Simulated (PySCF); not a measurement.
A PySCF script (with the pyscf-properties extension) for the NMR shieldings of SMILES C1(F)=C(OC)[C@@H]1C(=O)O, C5H5FO3, on a GFN2-xTB geometry:

```python
import basis_set_exchange as bse
import numpy as np
from pyscf import gto, dft
from pyscf.prop import nmr

atoms = """
C     2.172602    0.080144    0.070204
O     1.456773   -1.099132    0.412231
C     0.178030   -1.099844    0.104199
C    -1.021850   -1.576301    0.142264
F    -1.898913   -2.491791    0.506814
C    -0.875431   -0.344543   -0.716467
C    -1.384148    0.967171   -0.235334
O    -1.776808    1.851647   -0.949487
O    -1.347274    1.079471    1.102353
H     3.222711   -0.147331    0.239568
H     1.868316    0.913967    0.708315
H     2.013784    0.348978   -0.976759
H    -0.892501   -0.418101   -1.802063
H    -1.715971    1.935190    1.371995
"""
names = dict.fromkeys(["C", "O", "F", "H"], "pcSseg-1")
basis = {el: gto.basis.parse(bse.get_basis(n, elements=[el], fmt="nwchem")) for el, n in names.items()}
mol = gto.M(atom=atoms, basis=basis, charge=0, verbose=0)
mf = dft.RKS(mol, xc="PBE0")
mf.grids.level = 2
mf.grids.alignment = dft.numint.BLKSIZE   # the property module wants whole blocks of grid points
mf.conv_tol = 1e-9
mf.kernel()

calc = nmr.RKS(mf)   # GIAO
C = mf.mo_coeff
Co = C[:, mf.mo_occ > 0]
resp = mf.gen_response(singlet=True, hermi=2)
def vind(x):   # induced exchange potential for any number of trial vectors
    d = np.einsum("pi,xij,qj->xpq", C, 2 * x.reshape(-1, C.shape[1], Co.shape[1]), Co, optimize=True)
    return np.einsum("xpq,pi,qj->xij", resp(d - d.transpose(0, 2, 1)), C, Co, optimize=True).ravel()
mo1, _ = nmr.rhf.solve_mo1(calc, with_cphf=vind)
sigma = calc.kernel(mo1)
for i, s in enumerate(sigma):   # ppm
    w = np.linalg.eigvalsh((s + s.T) / 2)
    print("%2d %-2s iso %8.1f  s11 %8.1f  s22 %8.1f  s33 %8.1f" % (i, mol.atom_pure_symbol(i), w.mean(), *w))
```

Question: Give the expected output.

Answer: 
```
 0 C  iso    127.2  s11     96.8  s22    100.7  s33    184.2
 1 O  iso    274.9  s11    179.9  s22    318.5  s33    326.3
 2 C  iso     87.8  s11      3.2  s22    102.2  s33    157.9
 3 C  iso     78.7  s11     -6.6  s22     76.5  s33    166.2
 4 F  iso    357.1  s11    262.1  s22    356.3  s33    453.0
 5 C  iso    143.7  s11    117.1  s22    121.8  s33    192.2
 6 C  iso     10.4  s11    -95.1  s22     48.2  s33     77.9
 7 O  iso   -110.5  s11   -375.9  s22   -225.1  s33    269.5
 8 O  iso    131.9  s11    -19.6  s22    171.2  s33    244.1
 9 H  iso     27.8  s11     24.0  s22     25.5  s33     33.8
10 H  iso     27.8  s11     24.1  s22     26.5  s33     32.9
11 H  iso     27.8  s11     24.5  s22     26.2  s33     32.8
12 H  iso     28.3  s11     23.2  s22     27.5  s33     34.2
13 H  iso     25.8  s11     20.2  s22     23.3  s33     33.7
```

These numbers come from an equivalent density-fitted implementation of the same equations, which agrees with the script to about 0.01 ppm for H and up to a few tenths of a ppm for heavy atoms, so last digits may differ.

Question: Turn these shieldings into chemical shifts. δ = σ(ref) − σ, references computed at the same level: 13C (σref 186.93) and 1H (σref 31.72) vs TMS; H2O for 17O (σref 336.08); 19F (σref 170.95) against CFCl3.

Answer: Averaging equivalent atoms: C 6: 176.6; C 3: 108.2; C 2: 99.2; C 0: 59.7; C 5: 43.2; O 7: 446.6; O 8: 204.2; O 1: 61.2; F 4: -186.2; H 13: 5.96; H 9/10/11: 3.92; H 12: 3.41 ppm. Unscaled 19F shifts against computed CFCl3 carry errors that often reach 10 to 50 ppm. Unscaled 17O shifts of doubly bonded oxygen tend to come out too high, by tens of ppm or more. Experimental scales use liquid or dissolved standards, which lie at an offset from isolated H2O (liquid H2O: subtract about 36 ppm).

Size and cost of the density-fitted run: 178 basis functions, 31 s wall time on 1 thread of an Intel Xeon Platinum 8488C, shared host; peak memory 0.76 GiB.
